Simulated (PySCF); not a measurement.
Correlation energy of Br⁺ (bromine, charge +1)

[Ar] 3d10 4s2 4p4, high-spin 3P determinant. Computed with PySCF 2.14 in aug-cc-pwCVDZ-PP with ECP10MDF, with a scalar-relativistic core potential. Frozen: 3s2 3p6 3d10; 6 electrons correlated.

MP2 pair energies summed by pair of shells (mhartree):

| pair | energy | share (%) |
| --- | --- | --- |
| 4p-4p | -39.85 | 47.8 |
| 4s-4p | -36.66 | 43.9 |
| 4s-4s | -6.91 | 8.3 |

Total MP2 correlation energy: -83.41 mhartree.

Same-spin part -20.42 and opposite-spin part -62.99 mhartree; SCS-MP2 scales them by 1/3 and 6/5 to -82.40 mhartree.
